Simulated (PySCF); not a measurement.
Run record for `O[C@@]12C[C@@H]1[C@H]2OC(F)(F)F`: BP86/pcSseg-0, start guess vsap, level shift 0.1 Eh, TDA, 1 singlet.

Method: TDA BP86/pcSseg-0, vertical, gas phase, core orbitals frozen in the response (PySCF 2.14.0, density-fitted response routines). Geometry: GFN2-xTB. The command runs a driver script over a list of jobs; the input below is this job's line of settings and its coordinates in Å.

Command:
```bash
OMP_NUM_THREADS=1 python probes_run.py task.json out
```

Input:
```
{"job": {"kind": "uv", "xc": "BP86", "basis": "pcSseg-0", "nstates": 1, "ntriplets": 2, "tda": true, "scf": {"guess": "vsap", "level_shift": 0.1}}, "charge": 0, "multiplicity": 1}
O     -1.386290     1.459168    -0.128674
C     -1.042726     0.150273    -0.160259
C     -1.889950    -1.048305    -0.421407
C     -0.597887    -0.863823    -1.166726
C      0.236006    -0.599070     0.053453
O      1.467517     0.089736    -0.210261
C      1.992809     0.738929     0.806529
F      3.198620     1.186801     0.477925
F      1.273234     1.820936     1.180522
F      2.131151     0.006325     1.921750
H     -0.640420     2.020613    -0.375008
H     -1.965087    -1.823364     0.332639
H     -2.804048    -0.878256    -0.972530
H     -0.330267    -0.907106    -2.197194
H      0.352924    -1.344868     0.837332
```

Question: What does the run print?

Answer: 
```
final grid: 140128 points
cycle   1  E = -641.0260303280  dE =  2.951e-02  |g| = 2.008e+00  |ddm| = 5.164e+00
cycle   2  E = -640.5104762456  dE =  5.156e-01  |g| = 2.713e+00  |ddm| = 5.297e+00
cycle   3  E = -641.8764786997  dE = -1.366e+00  |g| = 5.168e-01  |ddm| = 2.435e+00
cycle   4  E = -641.9373070242  dE = -6.083e-02  |g| = 1.117e-01  |ddm| = 7.066e-01
cycle   5  E = -641.9392629049  dE = -1.956e-03  |g| = 3.431e-02  |ddm| = 1.368e-01
cycle   6  E = -641.9394927690  dE = -2.299e-04  |g| = 1.013e-02  |ddm| = 4.719e-02
cycle   7  E = -641.9395166637  dE = -2.389e-05  |g| = 3.077e-03  |ddm| = 1.569e-02
cycle   8  E = -641.9395186346  dE = -1.971e-06  |g| = 9.171e-04  |ddm| = 4.340e-03
cycle   9  E = -641.9395187846  dE = -1.500e-07  |g| = 2.488e-04  |ddm| = 1.225e-03
cycle  10  E = -641.9395187954  dE = -1.083e-08  |g| = 6.707e-05  |ddm| = 3.658e-04
cycle  11  E = -641.9395188304  dE = -3.496e-08  |g| = 2.187e-05  |ddm| = 8.160e-05
cycle  12  E = -641.9395187964  dE =  3.402e-08  |g| = 4.316e-06  |ddm| = 3.402e-05
cycle  13  E = -641.9395187964  dE = -7.503e-12  |g| = 4.323e-06  |ddm| = 8.361e-06
level shift removed, Fock matrix diagonalised once more
converged SCF energy = -641.9395187964

Static polarisability (au): isotropic 50.837, principal 41.944 47.372 63.195

Singlet excitations
state   eV       nm        f      main configurations
  1   6.7686    183.2   0.00133   H->L 0.99

Triplet excitations (Tamm-Dancoff, eV): 6.3889 6.5532
```

H and L stand for HOMO and LUMO; the number after each pair is its weight.

Question: How does the lowest singlet excitation compare with the HOMO–LUMO gap?

Answer: HOMO -5.97 eV and LUMO 0.63 eV give a gap of 6.60 eV; S1 at 6.77 eV lies 0.17 eV above it.

Question: Give S1 in cm⁻¹ and kJ/mol.

Answer: 6.7686 eV × 8065.54 = 54592 cm⁻¹; × 96.485 = 653.1 kJ/mol.

In short: SCF converged in 13 cycles with 100 basis and 905 fitting functions; HOMO -5.97 eV, LUMO 0.63 eV; lowest singlet 6.77 eV; lowest triplet 6.39 eV (Tamm–Dancoff); mean polarisability 50.8 au.

The run took about 40 s of CPU time (one thread, shared machine).

Conformer computed: `[OH:1][C@@:2]12[CH2:3][C@@H:4]1[C@H:5]2[O:6][C:7]([F:8])([F:9])[F:10]`: C4–C5–O6–C7 157°, C5–O6–C7–F8 172°, H–O1–C2–C3 -152°.

One conformer stands for the species.
